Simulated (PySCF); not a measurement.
`N#C[C@@H]1C[C@H](Cl)/C1=C/F`, C₆H₅ClFN

Geometry:
```
atom   x (Å)   y (Å)   z (Å)
  N1   0.960   2.490   1.544
  C2   0.414   1.825   0.793
  C3  -0.285   0.964  -0.125
  C4  -1.382   0.073   0.514
  C5  -0.640  -1.181   0.020
 Cl6  -0.146  -2.329   1.295
  C7   0.460  -0.304  -0.494
  C8   1.650  -0.556  -1.001
  F9   2.484   0.419  -1.381
 H10  -0.615   1.550  -0.987
 H11  -2.380   0.207   0.104
 H12  -1.420   0.151   1.598
 H13  -1.160  -1.766  -0.739
 H14   2.057  -1.544  -1.164
```

Computed, not measured: GIAO B3LYP/pcSseg-1 magnetisability, rotational g tensor and spin-rotation constants, non-relativistic, gas phase in PySCF 2.14.0. Geometry: GFN2-xTB.

Task: Give the nuclear spin-rotation constants along the inertial axes (H = +C I·J) beside the isotropic shieldings.

Result: Rotational constants 1.7115, 1.0732, 0.8098 GHz. A star marks the isotopologue with that one atom substituted, in its own axes.
```tsv
atom	isotope	Caa (kHz)	Cbb (kHz)	Ccc (kHz)	mean (kHz)	σ (ppm)
N1	14N	0.290	0.211	0.094	0.198	-38.7
Cl6	35Cl	0.438	0.362	0.170	0.323	695.3
F9	19F	2.469	1.569	0.221	1.420	286.5
H10	1H	-0.111	-0.117	-0.004	-0.077	28.4
H11	1H	-0.189	-0.087	0.008	-0.089	28.9
H12	1H	-0.184	-0.034	-0.041	-0.086	29.3
H13	1H	-0.100	-0.080	-0.013	-0.065	27.0
H14	1H	-0.060	0.027	-0.081	-0.038	24.5
C2	13C*	0.558	0.424	0.160	0.381	60.3
C3	13C*	0.300	0.152	0.119	0.191	159.2
C4	13C*	0.282	0.209	0.147	0.213	142.7
C5	13C*	0.392	0.221	0.152	0.255	124.2
C7	13C*	0.744	0.358	0.148	0.417	53.9
C8	13C*	0.847	0.371	0.215	0.478	17.5
```
For the geometry as given, no vibrational averaging.
